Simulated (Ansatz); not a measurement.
Consider the formal exchange of groups at a C–B bond: `BC(=O)O` + `Brc1ccccc1` → `O=C(O)c1ccc(Br)cc1` + BH₃.

Program: Ansatz. Geometries: PBE0-D4/def2-TZVP. ΔE: electronic, gas phase. CCSD(T)/CBS adds triple-zeta CCSD(T) − MP2 to the extrapolated MP2 energy (def2 sets, frozen cores). This one scheme is used for every species. For Br outer-core shells are correlated without core-valence functions, which leaves a few kJ/mol of doubt a bond. Scalar relativity is left out up to krypton. One conformer a species, not always the lowest.

`BC(=O)O`:

```xyz
7

B    -0.301    0.533   -0.962
C    -0.020   -0.259    0.351
O    -0.945   -0.958    0.702
O     1.129   -0.168    1.016
H    -0.079    0.010   -2.008
H    -0.848    1.589   -0.892
H     1.064   -0.748    1.792
```

`Brc1ccccc1`:

```xyz
12

Br    2.302   -1.892   -1.151
C     0.941   -0.773   -0.470
C     0.199    0.002   -1.346
C    -0.799    0.821   -0.839
C    -1.049    0.862    0.525
C    -0.296    0.079    1.387
C     0.705   -0.745    0.894
H     0.399   -0.035   -2.409
H    -1.383    1.431   -1.519
H    -1.829    1.504    0.915
H    -0.485    0.106    2.453
H     1.296   -1.359    1.561
```

`O=C(O)c1ccc(Br)cc1`:

Z-matrix (Å, degrees):
```
C
O 1 1.344
C 1 1.479 2 113.0
O 1 1.203 2 122.3 3 180.0
H 2 0.967 1 106.2 3 -180.0
C 3 1.391 1 118.0 2 180.0
C 3 1.391 1 122.2 2 -0.0
C 6 1.382 3 120.4 1 -180.0
H 6 1.083 3 118.7 1 0.0
C 7 1.384 3 120.2 1 180.0
H 7 1.082 3 119.8 1 -0.0
C 8 1.387 6 119.0 3 -0.0
H 8 1.082 6 120.8 3 180.0
H 10 1.082 7 120.7 3 -180.0
Br 12 1.884 8 119.3 6 180.0
```

BH₃:

Z-matrix (Å, degrees):
```
B
H 1 1.193
H 1 1.193 2 120.0
H 1 1.193 2 120.0 3 180.0
```

```tsv
species	CCSD(T)/CBS(def2) energy (Eh)
`BC(=O)O`	-214.97533
`Brc1ccccc1`	-2804.64240
`O=C(O)c1ccc(Br)cc1`	-2993.06227
BH₃	-26.55200
```

Q: Work out ΔE.

A: ΔE = (-2993.06227) + (-26.55200) − (-214.97533) − (-2804.64240) = 0.00346 Eh = +0.09 eV.

Largest T1 diagnostic among the species: 0.019.

The D4 term adds −0.08 eV with B3LYP and −0.05 eV with PBE0; it sums over pairs of atoms, weighted by their polarisabilities, and B3LYP, whose exchange is more repulsive, gets the larger term. From BLYP to BHLYP (50 % exact exchange), in def2-TZVPP and without D4, ΔE moves by −0.18 eV. Leaving LDA and LC-ωPBE aside and taking each functional with its dispersion term where it has one, the values, not all of them listed here, spread over 0.15 eV, from BHLYP-D4 to PBE-D4. LDA lies −0.09 eV from PBE without D4.

B3LYP here is the variant with VWN-RPA as its local correlation; programs differ in this.
